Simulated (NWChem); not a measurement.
System: SiH4S; SMILES [SiH3]S

Output (shortened):

```
             Northwest Computational Chemistry Package (NWChem) 7.3.0
             --------------------------------------------------------

                             Geometry "geometry" -> ""
                             -------------------------

 Output coordinates in angstroms (scale by  1.889725989 to convert to a.u.)

  No.       Tag          Charge          X              Y              Z
 ---- ---------------- ---------- -------------- -------------- --------------
    1 Si                  14.0000     0.00367400     0.99136100    -0.00025600
    2 S                   16.0000     0.07787000    -1.14435000    -0.00101700
    3 H                    1.0000    -0.67995700     1.51373200     1.21006600
    4 H                    1.0000     1.42191900     1.42265700    -0.00613400
    5 H                    1.0000    -0.69025200     1.51378100    -1.20467400
    6 H                    1.0000    -1.25673900    -1.30045700     0.00145800

 Effective nuclear repulsion energy (a.u.)      89.2443220958

                                 NWChem DFT Module
                                 -----------------

 Summary of "ao basis" -> "ao basis" (spherical)
 ------------------------------------------------------------------------------
       Tag                 Description            Shells   Functions and Types
 ---------------- ------------------------------  ------  ---------------------
 Si                          6-31g*                  8       18   4s3p1d
 S                           6-31g*                  8       18   4s3p1d
 H                           6-31g*                  2        2   2s

 in cosmo_initialize ...
 calling solv_data for solv:cychexan

 solvent parameters
 solvname_short: cychexan
 solvname_long:  cyclohexane
 dielec:        2.0165
 dielecinf:     2.0352
 nonaqueous SMD model solvent descriptors
 dielec:        2.0165
 sola:          0.0000
 solb:          0.0000
 solc:          0.0000
 solg:         35.4800
 solh:          0.0000
 soln:          1.4266

          ---------------
          -cosmo- solvent
          ---------------
 Cosmo: York-Karplus, doi: 10.1021/jp992097l
 dielectric constant -eps-     =   2.02
 screen = (eps-1)/(eps    )    =   0.50409
 surface charge correction     = lagrangian

   van der Waals surface
 --------------------------

 ---------- ATOMIC COORDINATES (A.U.) ------------ VDWR(ANG.) --
     1    0.00694285    1.87340065   -0.00048377     2.470
     2    0.14715296   -2.16250794   -0.00192185     2.490
     3   -1.28493241    2.86053870    2.28669317     1.200
     4    2.68703729    2.68843191   -0.01159158     1.200
     5   -1.30438714    2.86063130   -2.27650377     1.200
     6   -2.37489235   -2.45750739    0.00275522     1.200
 number of segments per atom =        128
 number of   points per atom =        128
 atom (   nspa,  nppa )
 ----------------------
    1 (     84,     0 )       0
    2 (     94,     0 )       0
    3 (     33,     0 )       0
    4 (     30,     0 )       0
    5 (     33,     0 )       0
    6 (     20,     0 )       0
 number of -cosmo- surface points =      294
 molecular surface =    111.024 angstrom**2
 molecular volume  =    109.864 angstrom**3
 -lineq- algorithm             =   0
 -bem- low  level              =   3
 -bem- from -octahedral-
 gaussian surface charge width =   4.50000
 degree of switching           =   1.00000
 switching function tolerance  =   0.00010
 atomic radii =
 --------------
    1 14.000  2.470
    2 16.000  2.490
    3  1.000  1.200
    4  1.000  1.200
    5  1.000  1.200
    6  1.000  1.200
 ...... end of -cosmo- initialization ......

 nat:                     6
 ixmem:                  2111
 calling mnsol_interface()
 G(SMD-CDS) energy (kcal/mol)  =    -1.056
 SMD-CDS SASA (angstrom**2)    =   114.783

            General Information
            -------------------
          SCF calculation type: DFT
          Wavefunction type:  closed shell.
          No. of atoms     :     6
          No. of electrons :    34
           Alpha electrons :    17
            Beta electrons :    17
          Charge           :     0
          Spin multiplicity:     1
          Use of symmetry is: off; symmetry adaption is: off
          Maximum number of iterations: 150
          AO basis - number of functions:    44
                     number of shells:    24
          Convergence on energy requested:  1.00D-06
          Convergence on density requested:  1.00D-05
          Convergence on gradient requested:  5.00D-04

              XC Information
              --------------
                         PBE0 Method XC Functional
                     Hartree-Fock (Exact) Exchange  0.250
          PerdewBurkeErnzerhof Exchange Functional  0.750
            Perdew 1991 LDA Correlation Functional  1.000 local
           PerdewBurkeErnz. Correlation Functional  1.000 non-local

             Grid Information
             ----------------
          Grid used for XC integration:  medium
          Radial quadrature: Mura-Knowles
          Angular quadrature: Lebedev.
          Tag              B.-S. Rad. Rad. Pts. Rad. Cut. Ang. Pts.
          ---              ---------- --------- --------- ---------
          Si                  1.10       88           8.0       590
          S                   1.00       88           9.0       590
          H                   0.35       45          10.0       434
          Grid pruning is: on
          Number of quadrature shells:   356
          Spatial weights used:  Erf1

      Superposition of Atomic Density Guess
      -------------------------------------

 Sum of atomic energies:        -688.26591863

      Non-variational initial energy
      ------------------------------

 Total energy =    -688.807112
 1-e energy   =   -1129.453460
 2-e energy   =     351.402026
 HOMO         =      -0.312049
 LUMO         =       0.056630

   convergence    iter        energy       DeltaE   RMS-Dens  Diis-err
 ---------------- ----- ----------------- --------- --------- ---------
     COSMO gas phase
 d= 0,ls=0.0,diis     1   -689.7643124281 -7.79D+02  1.47D-02  1.73D-01
 d= 0,ls=0.0,diis     2   -689.7807550388 -1.64D-02  7.53D-03  6.08D-02
 d= 0,ls=0.0,diis     3   -689.7911574564 -1.04D-02  2.11D-03  5.39D-03
 d= 0,ls=0.0,diis     4   -689.7921066277 -9.49D-04  3.72D-04  2.15D-04
 d= 0,ls=0.0,diis     5   -689.7921430768 -3.64D-05  3.93D-05  1.65D-06
 d= 0,ls=0.0,diis     6   -689.7921433942 -3.17D-07  8.39D-06  1.05D-07

   convergence    iter        energy       DeltaE   RMS-Dens  Diis-err
 ---------------- ----- ----------------- --------- --------- ---------
     COSMO solvation phase
 d= 0,ls=0.0,diis     1   -689.7954303549 -3.29D-03  1.29D-03  2.94D-04
 d= 0,ls=0.0,diis     2   -689.7955205348 -9.02D-05  3.13D-04  1.36D-04
 d= 0,ls=0.0,diis     3   -689.7955439700 -2.34D-05  9.17D-05  6.02D-06
 d= 0,ls=0.0,diis     4   -689.7955449737 -1.00D-06  2.21D-05  6.55D-07
 d= 0,ls=0.0,diis     5   -689.7955450853 -1.12D-07  3.34D-06  1.69D-08

         Total DFT energy =     -689.795545085344
      One electron energy =    -1131.273467406194
           Coulomb energy =      400.101917391504
    Exchange-Corr. energy =      -47.841480148490
 Nuclear repulsion energy =       89.244322095760

             COSMO energy =       -0.026837017925

 Numeric. integr. density =       33.999992883697

                                COSMO-SMD solvation results
                                ---------------------------

             internal energy in gas <Psi(g)|H|Psi(g)> =      -689.792143394230
         internal energy in solvent <Psi(s)|H|Psi(s)> =      -689.792018088365
                               delta internal energy  =         0.000125305865 (    0.08 kcal/mol)
   total free energy in solvent <Psi(s)|H+V/2|Psi(s)> =      -689.793862095212
 polarization energy contribution <Psi(s)|V/2|Psi(s)> =        -0.001844006848 (   -1.16 kcal/mol)
    total free energy in solvent including G(SMD-CDS) =      -689.795545085344
                       G(SMD-CDS) energy contribution =        -0.001682990132 (   -1.06 kcal/mol)
     1 M fixed-concentration free energy of solvation =        -0.003401691114 (   -2.13 kcal/mol)

                       DFT Final Molecular Orbital Analysis
                       ------------------------------------

 Vector   15  Occ=2.000000D+00  E=-3.672434D-01
              MO Center=  5.9D-01,  9.1D-01, -3.5D-03, r^2= 2.6D+00
   Bfn.  Coefficient  Atom+Function         Bfn.  Coefficient  Atom+Function
  ----- ------------  ---------------      ----- ------------  ---------------
     7      0.372950  1 Si px                40      0.310493  4 H  s
    39      0.284923  4 H  s                 26     -0.242744  2 S  py
     8      0.168957  1 Si py                 3     -0.153018  1 Si px
    44      0.110306  6 H  s                 30     -0.097250  2 S  py
    22      0.094023  2 S  py                25     -0.091351  2 S  px

 Vector   16  Occ=2.000000D+00  E=-3.433669D-01
              MO Center=  2.3D-02, -5.6D-01, -1.4D-03, r^2= 3.0D+00
   Bfn.  Coefficient  Atom+Function         Bfn.  Coefficient  Atom+Function
  ----- ------------  ---------------      ----- ------------  ---------------
    26      0.474304  2 S  py                 8     -0.290396  1 Si py
    25     -0.271690  2 S  px                30      0.221693  2 S  py
    24     -0.200891  2 S  s                 28     -0.199269  2 S  s
    22     -0.184175  2 S  py                38     -0.136108  3 H  s
    42     -0.136743  5 H  s                  7      0.122580  1 Si px

 Vector   17  Occ=2.000000D+00  E=-2.737054D-01
              MO Center= -5.7D-03, -8.3D-01, -3.4D-04, r^2= 2.3D+00
   Bfn.  Coefficient  Atom+Function         Bfn.  Coefficient  Atom+Function
  ----- ------------  ---------------      ----- ------------  ---------------
    27      0.655234  2 S  pz                31      0.412501  2 S  pz
    23     -0.249945  2 S  pz                38     -0.168362  3 H  s
    42      0.167891  5 H  s                 37     -0.097358  3 H  s
    41      0.097123  5 H  s                 15     -0.068492  1 Si d -1
     9     -0.063675  1 Si pz                13      0.032214  1 Si pz

 Vector   18  Occ=0.000000D+00  E= 8.780719D-03
              MO Center= -1.2D-01,  7.9D-01,  2.5D-04, r^2= 4.9D+00
   Bfn.  Coefficient  Atom+Function         Bfn.  Coefficient  Atom+Function
  ----- ------------  ---------------      ----- ------------  ---------------
    12      1.244588  1 Si py                28      1.043648  2 S  s
    10     -0.764794  1 Si s                 30      0.750626  2 S  py
     8      0.366799  1 Si py                26      0.296310  2 S  py
    24      0.207177  2 S  s                 40     -0.198213  4 H  s
    11      0.191796  1 Si px                44     -0.169997  6 H  s

 Vector   19  Occ=0.000000D+00  E= 3.782959D-02
              MO Center= -3.6D-01, -9.9D-01,  5.8D-05, r^2= 3.1D+00
   Bfn.  Coefficient  Atom+Function         Bfn.  Coefficient  Atom+Function
  ----- ------------  ---------------      ----- ------------  ---------------
    44      1.393848  6 H  s                 29      0.942675  2 S  px
    28     -0.797574  2 S  s                  6     -0.453015  1 Si s
    25      0.368251  2 S  px                43      0.236874  6 H  s
    30      0.228197  2 S  py                10      0.216709  1 Si s
    26      0.182953  2 S  py                24     -0.147245  2 S  s

 Vector   20  Occ=0.000000D+00  E= 6.325941D-02
              MO Center= -3.7D-01,  9.0D-01,  1.8D-03, r^2= 4.2D+00
   Bfn.  Coefficient  Atom+Function         Bfn.  Coefficient  Atom+Function
  ----- ------------  ---------------      ----- ------------  ---------------
    11      1.453033  1 Si px                40     -1.092126  4 H  s
    38      0.616991  3 H  s                 42      0.618747  5 H  s
    29     -0.431445  2 S  px                 7      0.351886  1 Si px
    12     -0.339586  1 Si py                44     -0.183414  6 H  s
    30     -0.182478  2 S  py                16      0.131837  1 Si d  0

     Multipole analysis of the density
     ---------------------------------

     L   x y z        total         alpha         beta         nuclear
     -   - - -        -----         -----         ----         -------
     0   0 0 0     -0.000000    -17.000000    -17.000000     34.000000

     1   1 0 0     -0.485955     -0.330214     -0.330214      0.174473
     1   0 1 0      0.438610      1.429517      1.429517     -2.420423
     1   0 0 1      0.001037      0.018603      0.018603     -0.036169

     2   2 0 0    -20.018578    -18.289238    -18.289238     16.559899
     2   1 1 0      1.599853      0.428003      0.428003      0.743846
     2   1 0 1     -0.004311      0.003377      0.003377     -0.011066
     2   0 2 0    -21.872992    -87.731881    -87.731881    153.590771
     2   0 1 1     -0.003806     -0.024308     -0.024308      0.044810
     2   0 0 2    -22.752434    -16.582037    -16.582037     10.411639
```

Level: PBE0/6-31G* (spherical d), SMD on the gas-phase geometry. The geometry was optimised at PBE0-D3(BJ)/def2-TZVP. Solvent: cyclohexane.

Which NWChem input produces such a log?

Several could match; the one computed here: the input that was run:
```
start job
memory heap 200 mb stack 900 mb global 1100 mb
geometry units angstroms noautosym nocenter noautoz
  Si     0.003674     0.991361    -0.000256
  S      0.077870    -1.144350    -0.001017
  H     -0.679957     1.513732     1.210066
  H      1.421919     1.422657    -0.006134
  H     -0.690252     1.513781    -1.204674
  H     -1.256739    -1.300457     0.001458
end
basis spherical
  Si library 6-31g*
  S library 6-31g*
  H library 6-31g*
end
dft
  xc pbe0
  iterations 150
end
cosmo
  do_cosmo_smd true
  solvent cychexan
end
task dft energy
```
